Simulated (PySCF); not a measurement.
C$_{2}$H$_{6}$AlCl, charge +1, doublet, at a GFN2-xTB geometry (such geometries of metal compounds can be far from the true shape) (a state made from the parent by changing its charge; the spin is typed, not shown lowest); HF/STO-3G run with PySCF.

Input for PySCF:
```python
from pyscf import gto, scf

mol = gto.Mole()
mol.atom = '''
    Al    0.091244   -0.104779    0.096178
    C     1.983315   -0.847047   -0.125519
    H     1.975511   -1.925332    0.039993
    H     2.631427   -0.352767    0.600482
    H     2.278661   -0.598749   -1.147671
    C    -0.336721   -1.043797    1.861153
    H    -0.491636   -2.104434    1.655017
    H    -1.254391   -0.577458    2.227328
    H     0.490321   -0.906274    2.559179
    Cl   -0.982096    1.127777   -1.035203
'''
mol.basis = 'sto-3g'
mol.charge = 1
mol.spin = 1
mol.verbose = 4
mol.build()

mf = scf.ROHF(mol)
mf.kernel()
```

The log (banner, timings and long lists left out):

```
PySCF version 2.14.0

[INPUT] verbose = 4
[INPUT] num. atoms = 10
[INPUT] num. electrons = 47
[INPUT] charge = 1
[INPUT] spin (= nelec alpha-beta = 2S) = 1
[INPUT] symmetry False subgroup None
[INPUT] Mole.unit = angstrom
[INPUT] Symbol           X                Y                Z      unit          X                Y                Z       unit  Magmom
[INPUT]  1 Al     0.091244000000  -0.104779000000   0.096178000000 AA    0.172426170510  -0.198003613606   0.181750079208 Bohr   0.0
[INPUT]  2 C      1.983315000000  -0.847047000000  -0.125519000000 AA    3.747922168742  -1.600686844634  -0.237196533429 Bohr   0.0
[INPUT]  3 H      1.975511000000  -1.925332000000   0.039993000000 AA    3.733174746066  -3.638350178861   0.075575816900 Bohr   0.0
[INPUT]  4 H      2.631427000000  -0.352767000000   0.600482000000 AA    4.972676346786  -0.666633015784   1.134746522731 Bohr   0.0
[INPUT]  5 H      2.278661000000  -0.598749000000  -1.147671000000 AA    4.306045220728  -1.131471627357  -2.168783871106 Bohr   0.0
[INPUT]  6 C     -0.336721000000  -1.043797000000   1.861153000000 AA   -0.636310470390  -1.972490459643   3.517069445913 Bohr   0.0
[INPUT]  7 H     -0.491636000000  -2.104434000000   1.655017000000 AA   -0.929057392977  -3.976803907223   3.127528861499 Bohr   0.0
[INPUT]  8 H     -1.254391000000  -0.577458000000   2.227328000000 AA   -2.370455443119  -1.091237468439   4.209039909575 Bohr   0.0
[INPUT]  9 H      0.490321000000  -0.906274000000   2.559179000000 AA    0.926572403123  -1.712609653814   4.836147413738 Bohr   0.0
[INPUT] 10 Cl    -0.982096000000   1.127777000000  -1.035203000000 AA   -1.855892468031   2.131189659584  -1.956250153328 Bohr   0.0

nuclear repulsion = 189.999833057833
number of shells = 22
number of NR pGTOs = 102
number of NR cGTOs = 34
basis = sto-3g
ecp = {}

******** <class 'pyscf.scf.rohf.ROHF'> ********
method = ROHF
initial guess = minao
damping factor = 0
level_shift factor = 0
DIIS = <class 'pyscf.scf.diis.CDIIS'>
diis_start_cycle = 1
diis_space = 8
diis_damp = 0
SCF conv_tol = 1e-09
SCF conv_tol_grad = None
SCF max_cycles = 50
direct_scf = True
direct_scf_tol = 1e-13
num. doubly occ = 23  num. singly occ = 1
Set gradient conv threshold to 3.16228e-05
init E= -771.57928394691
  HOMO = -0.221995072201534  LUMO = 0.139188925242459  gap/eV = 9.82832
cycle= 1 E= -771.6897329677  delta_E= -0.11  |g|= 0.308  |ddm|=  2.4
  HOMO = -0.457642491394774  LUMO = 0.00610179958713103  gap/eV = 12.61912
cycle= 2 E= -771.733522957081  delta_E= -0.0438  |g|= 0.0891  |ddm|= 0.62
  HOMO = -0.401068169068891  LUMO = 0.0495017362128863  gap/eV = 12.26063
cycle= 3 E= -771.741280903895  delta_E= -0.00776  |g|= 0.0325  |ddm|= 0.24
  HOMO = -0.411647924383011  LUMO = 0.0486924143098342  gap/eV = 12.52650
cycle= 4 E= -771.741920420178  delta_E= -0.00064  |g|= 0.00705  |ddm|= 0.0543
  HOMO = -0.411835823593478  LUMO = 0.0465611472276092  gap/eV = 12.47362
cycle= 5 E= -771.741957844171  delta_E= -3.74e-05  |g|= 0.00214  |ddm|= 0.0135
  HOMO = -0.412263302987916  LUMO = 0.0463014914819011  gap/eV = 12.47818
cycle= 6 E= -771.74196264954  delta_E= -4.81e-06  |g|= 0.000221  |ddm|= 0.00626
  HOMO = -0.412255361771192  LUMO = 0.0463512744475  gap/eV = 12.47932
cycle= 7 E= -771.741962712318  delta_E= -6.28e-08  |g|= 4.77e-05  |ddm|= 0.000749
  HOMO = -0.412265271080604  LUMO = 0.0463495121629722  gap/eV = 12.47954
cycle= 8 E= -771.741962715101  delta_E= -2.78e-09  |g|= 1.32e-05  |ddm|= 0.000156
  HOMO = -0.412263651489819  LUMO = 0.0463492285466717  gap/eV = 12.47949
cycle= 9 E= -771.741962715259  delta_E= -1.58e-10  |g|= 1.78e-06  |ddm|= 3.17e-05
  HOMO = -0.412263528149252  LUMO = 0.0463489623117848  gap/eV = 12.47948
Extra cycle  E= -771.741962715263  delta_E= -4.32e-12  |g|= 6.9e-07  |ddm|= 5.25e-06
converged SCF energy = -771.741962715263
```
